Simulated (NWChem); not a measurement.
## Correlation energy of thiourea (CH4N2S)

```xyz
8

N     -1.0965    -0.3517    -1.0488
C      0.0000     0.0000    -0.3153
N      1.0965     0.3517    -1.0488
S      0.0000     0.0000     1.3534
H     -1.1896    -0.0545    -2.0146
H     -1.9524    -0.4855    -0.5252
H      1.1896     0.0545    -2.0146
H      1.9524     0.4855    -0.5252
```
Charge 0, spin multiplicity 1.

Everything below was run with NWChem. The geometry was optimised at B3LYP/def2-SVP, a minimum by its harmonic frequencies. It is one conformer; others weren't searched.

Basis set: cc-pVDZ. Each correlation energy counts from its own Hartree-Fock reference.

| method | correlation energy (mHa) | difference from CCSD(T) |
|---|---|---|
| CR-CCSD(T) | -643.9 | +5.7 |
| CCSD+T(CCSD) | -650.8 | -1.2 |
| MP2 | -596.0 | +53.6 |
| CCSD(T) | -649.6 | 0.0 |
| CR-CCSD[T] | -644.7 | +4.9 |
| RI-MP2 | -596.0 | +53.6 |
| SCS-MP2 | -579.6 | +70.0 |
| CCSD | -628.7 | +20.9 |

The values span 71.2 mHa, from CCSD+T(CCSD) (lowest) to SCS-MP2 (highest). 

The correlated methods keep 8 core orbitals frozen. Coupled-cluster values serve here as a point of comparison, not as the truth.
